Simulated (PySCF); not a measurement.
C3H14Si3.
Z-matrix (Å and degrees, PBE0-D3(BJ)/def2-SVP geometry), rows numbered from 1:
```
Si
C   1  1.8933
C   2  1.5387  1  115.75
Si  3  1.9012  2  109.80  1  -174.84
C   3  1.5375  2  114.13  1    56.45
Si  5  1.8940  3  118.34  2    60.20
H   1  1.4973  2  109.81  3    50.64
H   1  1.4952  2  109.67  3   170.25
H   1  1.4956  2  112.17  3   -69.68
H   2  1.1053  1  107.67  3   124.97
H   2  1.1045  1  106.38  3  -122.51
H   3  1.1072  2  107.50  1   -62.30
H   4  1.4961  3  108.89  2    65.02
H   4  1.4970  3  110.98  2  -175.05
H   4  1.4959  3  110.97  2   -53.96
H   5  1.1063  3  110.15  2   -62.35
H   5  1.1043  3  109.96  2  -177.59
H   6  1.4954  5  111.09  3    61.83
H   6  1.4952  5  112.10  3   -59.38
H   6  1.4948  5  108.48  3  -178.97
```

All values: PBE0/pcSseg-1 and PBE0/def2-SVPD (PySCF, non-relativistic), on one gas-phase PBE0-D3(BJ)/def2-SVP geometry that isn't relaxed in the solvent. The solvent is an IEF-PCM continuum (Bondi radii, 1.10 Å for H, scaled by 1.2). Specific hydrogen bonds and non-electrostatic terms are outside this model.

Gas phase at PBE0/pcSseg-1: HOMO -7.85 eV, LUMO 0.28 eV, dipole 0.64 D.

Q: What does the continuum do to the energy, the frontier levels and the dipole at PBE0/pcSseg-1 in tetrahydrofuran and water?

A: 
```csv
solvent,ε,E(solvent) − E(gas) (kcal/mol),polarisation term (kcal/mol),distortion of the solute (kcal/mol),HOMO (eV),LUMO (eV),dipole (D)
tetrahydrofuran,7.426,-0.95,-1.06,0.11,-7.65,0.47,0.85
water,78.36,-1.18,-1.36,0.18,-7.61,0.50,0.93
```

Polarisation term: ½ Σ q·V over the induced surface charges. Distortion: the rise of the solute's own energy as its density leaves the gas-phase optimum. From tetrahydrofuran to water the lowering changes by a factor 1.24, Onsager's factor (ε − 1)/(2ε + 1) by 1.21 and ε itself by 10.6.

Q: Which Hirshfeld charges (PBE0/pcSseg-1) respond most in tetrahydrofuran (means over atoms taken as equivalent)?

A: 
```csv
atoms,environment,gas (e),solvent (e),change
H12,methine hydrogen,+0.036,+0.040,+0.004
H11/H16,methylene hydrogen,+0.040,+0.043,+0.003
H10/H17,methylene hydrogen,+0.040,+0.042,+0.002
H7 (×6),Si–H hydrogen,-0.078,-0.080,-0.002
H13/H14/H15,Si–H hydrogen,-0.078,-0.080,-0.002
C3,sp3 carbon bound to silicon,-0.101,-0.099,+0.002
C2/C5,sp3 carbon bound to silicon,-0.152,-0.151,+0.001
Si4,SiH3 silicon,+0.299,+0.300,+0.001
Si1/Si6,SiH3 silicon,+0.305,+0.305,0.000
```

Gas phase at PBE0/def2-SVPD: HOMO -7.79 eV, LUMO 0.05 eV, dipole 0.66 D.

Q: What does the continuum do to the energy, the frontier levels and the dipole at PBE0/def2-SVPD in tetrahydrofuran?

A: 
```csv
solvent,ε,E(solvent) − E(gas) (kcal/mol),polarisation term (kcal/mol),distortion of the solute (kcal/mol),HOMO (eV),LUMO (eV),dipole (D)
tetrahydrofuran,7.426,-1.02,-1.17,0.15,-7.60,0.24,0.93
```

Q: How does the static polarisability (PBE0/def2-SVPD, frozen core, with the continuum's full static response) change?

A: 
```tsv
medium	isotropic (au)	principal values (au)	⟨r²⟩ of the electrons (bohr²)
gas	121.2	105.3, 123.6, 134.7	1531.0
tetrahydrofuran	158.5	144.2, 159.8, 171.7	1532.2
```

The isotropic value in tetrahydrofuran is 1.31 times the gas-phase one; no cavity-field correction is applied. ⟨r²⟩ is taken about the centre of nuclear charge.
